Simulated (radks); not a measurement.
These are the eigenvalues of the occupied orbitals of an atom or ion with whole-number occupations (eV). Calculated with a radial shooting solver on a logarithmic mesh with Libxc functionals: Dirac Kohn-Sham, BLYP, spin-unpolarised, spherical densities, finite nucleus; Fermi nuclear charge, rms radius of each element as measured or else 0.836 A^(1/3) + 0.57 fm.

1s1/2: -77703.41
2s1/2: -16697.20
2p1/2: -16187.59
2p3/2: -14635.54
3s1/2: -6384.180
3p1/2: -6183.649
3p3/2: -5792.478
3d3/2: -5501.763

Which element is it, and in what charge state? The configuration may be excited. Open shells, if any, fill j = l - 1/2 first.

Answer. Z = 76, osmium, charge +56: Os56+ in [Ar] 3d2. The list shows which subshells hold electrons but not how many an open one holds; the 1s level, -2855.5 hartree, gives Z - s = 75.6 by -(Z - s)^2/2, which with screening and relativity narrows Z to a few neighbours, and the depths of the outer levels then fix element, charge and occupations together.
